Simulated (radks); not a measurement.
Values are calculated unless marked as measured or tabulated.
Question: Se5+, configuration [Ar] 3d10 4s1 (the NIST ground configuration). Level of theory: Dirac Kohn-Sham, PBE, spin-unpolarised, spherical densities, point nucleus (a radial shooting solver on a logarithmic mesh with Libxc functionals).

Spin-orbit splittings of the eigenvalues, e(l+1/2) - e(l-1/2), with zeta = 2 splitting/(2l+1) and mean radii in bohr:

shell  occ.  splitting (eV)  zeta (eV)  <r> j=l-1/2  <r> j=l+1/2
2p        6               ?          ?       0.1685       0.1723
3p        6           5.901      3.934       0.5806       0.5909
3d       10          0.9123     0.3649       0.6168       0.6208

Estimate the 2p splitting.

Answer: 41.79 eV (zeta = 27.86 eV).
